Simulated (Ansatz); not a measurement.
The same redistribution along the group B, Al, Ga, In.

Computed with Ansatz on PBE0-D4/def2-TZVP structures; ΔE is electronic, products minus reactants. CBS: MP2 limit from def2 TZ/QZ plus the TZ coupled-cluster correction, frozen cores. This one scheme is used for every species. def2 core potentials past Kr. For Ga, In, Se outer-core shells are correlated without core-valence functions, which leaves a few kJ/mol of doubt a bond. Scalar relativity is left out up to krypton. Each species was taken in one conformer, which may not be the lowest.

```tsv
reaction	MP2/CBS(def2) (eV)	CCSD(T)/CBS(def2) (eV)
`BO` + `N[SiH]([SiH3])[SeH]` → `BN` + `O[SiH]([SiH3])[SeH]`	-0.48	-0.48
`[OH][AlH2]` + `N[SiH]([SiH3])[SeH]` → `[NH2][AlH2]` + `O[SiH]([SiH3])[SeH]`	0.00	-0.02
`[OH][GaH2]` + `N[SiH]([SiH3])[SeH]` → `[NH2][GaH2]` + `O[SiH]([SiH3])[SeH]`	-0.31	-0.32
`[OH][InH2]` + `N[SiH]([SiH3])[SeH]` → `[NH2][InH2]` + `O[SiH]([SiH3])[SeH]`	-0.25	-0.25
```

Largest T1 diagnostic: 0.017, for `[OH][InH2]`.
